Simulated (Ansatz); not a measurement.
`BO[SiH2]S` + `CSCN` → `BO[SiH2]C` + `NCSS`  (formal exchange of groups at the Si–S bond)

Program: Ansatz. Geometries: PBE0-D4/def2-TZVP. ΔE: electronic, gas phase. CCSD(T)/CBS adds triple-zeta CCSD(T) − MP2 to the extrapolated MP2 energy (def2 sets, frozen cores). Functionals use def2-TZVPP. B3LYP here is the variant with VWN-RPA as its local correlation; programs differ in this. HSE06 is defined as in plane-wave codes. One conformer a species, not always the lowest.

```tsv
level	ΔE (kcal/mol)	difference from CCSD(T)/CBS
LDA (SPW92)	5.9	-2.3
PBE-D4	6.1	-2.1
revPBE-D4	6.2	-2.0
BLYP-D4	5.6	-2.6
r2SCAN-D4	7.0	-1.2
B97M-V	7.0	-1.2
PBE0-D4	7.3	-0.9
B3LYP-D4	6.6	-1.6
r2SCANh-D4	7.3	-0.9
r2SCAN0-D4	7.7	-0.5
HSE06-D4	7.2	-1.0
BHLYP-D4	7.8	-0.4
CAM-B3LYP-D4	7.4	-0.8
ωB97X-V	8.3	0.1
ωB97M-V	7.6	-0.6
B2PLYP	7.7	-0.5
PBE-QIDH	8.6	0.4
PBE	6.2	-2.0
revPBE	6.3	-1.9
r2SCAN	7.0	-1.2
B3LYP	6.7	-1.5
r2SCANh	7.3	-0.9
r2SCAN0	7.7	-0.5
HSE06	7.3	-0.9
BHLYP	7.9	-0.3
CAM-B3LYP	7.4	-0.8
LC-ωPBE	8.3	0.1
RPA@PBE/def2-TZVPP	8.6	0.4
MP2/def2-SVP	11.8	3.6
CCSD/def2-SVP	11.3	3.1
CCSD(T)/def2-SVP	11.1	2.9
HF/def2-TZVPP	9.7	1.5
MP2/def2-TZVPP	9.2	1.0
SCS-MP2/def2-TZVPP	9.2	1.0
CCSD/def2-TZVPP	9.1	0.9
CCSD(T)/def2-TZVPP	8.9	0.7
MP2/def2-QZVPP	8.8	0.6
HF/CBS(def2)	9.6	1.4
MP2/CBS(def2)	8.5	0.3
CCSD/CBS(def2)	8.4	0.2
CCSD(T)/CBS	8.2	0
```

(1) What do rigid-rotor, harmonic-oscillator terms from PBE0-D4/def2-TZVP frequencies (298.15 K, 1 bar) make of the CCSD(T)/CBS value? (An estimate is asked.)

Largest T1 diagnostic among the species: 0.013.

Answers

(1) The calculation gave: ΔZPE = -0.5 kcal/mol, ΔH = +7.7 kcal/mol, ΔS = -5 J/(mol·K), ΔG = +8.0 kcal/mol. Modes under 50 cm⁻¹ make the entropy rough.

At CCSD(T), def2-SVP lies +2.9 kcal/mol from the extrapolated value and def2-TZVPP +0.7 kcal/mol. Leaving LDA and LC-ωPBE aside and taking each functional with its dispersion term where it has one, the values spread over 3.0 kcal/mol, from BLYP-D4 to PBE-QIDH. From BLYP to BHLYP (50 % exact exchange), in def2-TZVPP and without D4, ΔE moves by +2.2 kcal/mol.
